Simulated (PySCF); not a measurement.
Molfile (atoms numbered from 1):
```
C8H7F
     RDKit          3D

 16 16  0  0  0  0  0  0  0  0999 V2000
    2.7333    0.7450   -0.3406 C   0  0  0  0  0  0  0  0  0  0  0  0
    1.8777   -0.2691   -0.3006 C   0  0  0  0  0  0  0  0  0  0  0  0
    0.4385   -0.1878   -0.0803 C   0  0  0  0  0  0  0  0  0  0  0  0
   -0.3107   -1.3667   -0.0718 C   0  0  0  0  0  0  0  0  0  0  0  0
   -1.6777   -1.3479    0.1309 C   0  0  0  0  0  0  0  0  0  0  0  0
   -2.3396   -0.1486    0.3310 C   0  0  0  0  0  0  0  0  0  0  0  0
   -1.5925    1.0157    0.3216 C   0  0  0  0  0  0  0  0  0  0  0  0
   -2.2219    2.1960    0.5159 F   0  0  0  0  0  0  0  0  0  0  0  0
   -0.2281    1.0208    0.1216 C   0  0  0  0  0  0  0  0  0  0  0  0
    2.4316    1.7695   -0.2078 H   0  0  0  0  0  0  0  0  0  0  0  0
    3.7838    0.5841   -0.5115 H   0  0  0  0  0  0  0  0  0  0  0  0
    2.2501   -1.2761   -0.4433 H   0  0  0  0  0  0  0  0  0  0  0  0
    0.1917   -2.3105   -0.2266 H   0  0  0  0  0  0  0  0  0  0  0  0
   -2.2351   -2.2726    0.1335 H   0  0  0  0  0  0  0  0  0  0  0  0
   -3.4049   -0.1051    0.4916 H   0  0  0  0  0  0  0  0  0  0  0  0
    0.2963    1.9622    0.1250 H   0  0  0  0  0  0  0  0  0  0  0  0
  1  2  2  0
  2  3  1  0
  3  4  2  0
  4  5  1  0
  5  6  2  0
  6  7  1  0
  7  8  1  0
  7  9  2  0
  9  3  1  0
  1 10  1  0
  1 11  1  0
  2 12  1  0
  4 13  1  0
  5 14  1  0
  6 15  1  0
  9 16  1  0
M  END
```

How the numbers were obtained: GIAO PBE0/pcSseg-1 shieldings, geometry: GFN2-xTB, in PySCF 2.14 (isolated molecule, one computed conformer, non-relativistic Hamiltonian).

Referencing at the same level of theory: $^{13}$C (186.93 ppm) and $^{1}$H (31.72 ppm) against TMS; CFCl3 for $^{19}$F (170.95 ppm).

| atoms | nucleus | count | Hirshfeld charge | δ (ppm) |
| --- | --- | --- | --- | --- |
| C5 | $^{13}$C | 1 | -0.04 | ? |
| C1 | $^{13}$C | 1 | -0.09 | ? |
| H14 | $^{1}$H | 1 | 0.06 | 7.58 |
| C4 | $^{13}$C | 1 | -0.05 | 131.1 |
| H16 | $^{1}$H | 1 | 0.05 | 7.76 |
| C7 | $^{13}$C | 1 | 0.09 | ? |
| C6 | $^{13}$C | 1 | -0.07 | 121.1 |
| H13 | $^{1}$H | 1 | 0.05 | 7.10 |
| C9 | $^{13}$C | 1 | -0.07 | 114.7 |
| F8 | $^{19}$F | 1 | -0.09 | -115.9 |
| H15 | $^{1}$H | 1 | 0.06 | ? |
| H12 | $^{1}$H | 1 | 0.05 | 6.84 |
| H11 | $^{1}$H | 1 | 0.05 | 5.71 |
| H10 | $^{1}$H | 1 | 0.05 | ? |
| C2 | $^{13}$C | 1 | -0.04 | 143.9 |
| C3 | $^{13}$C | 1 | 0.00 | 144.3 |

Question: Complete the table.

Answer: 
- C7: 173.6 ppm, aromatic carbon bearing fluorine; σ withdrawal by the attached heteroatom moves it downfield of the ring CH carbons
- C5: 135.9 ppm, aromatic CH; the aromatic region
- C1: 120.3 ppm, terminal =CH2 carbon; an sp2 carbon of a C=C bond
- H15: 7.21 ppm, hydrogen on an aromatic CH; the ring current deshields protons in the ring plane
- H10: 6.31 ppm, hydrogen on a terminal =CH2 carbon; olefinic region

Shifts are as computed. Against solution values, carbons near 30 ppm lie about +3 ppm off and those near 130 ppm about +5 ppm. Of 1211 compounds with measured shifts, 218 miss one by over three times the rms of a fit or turn the order of signals round; such compounds aren't used in these exercises. Unscaled 19F shifts against computed CFCl3 carry errors that often reach 10 to 50 ppm.
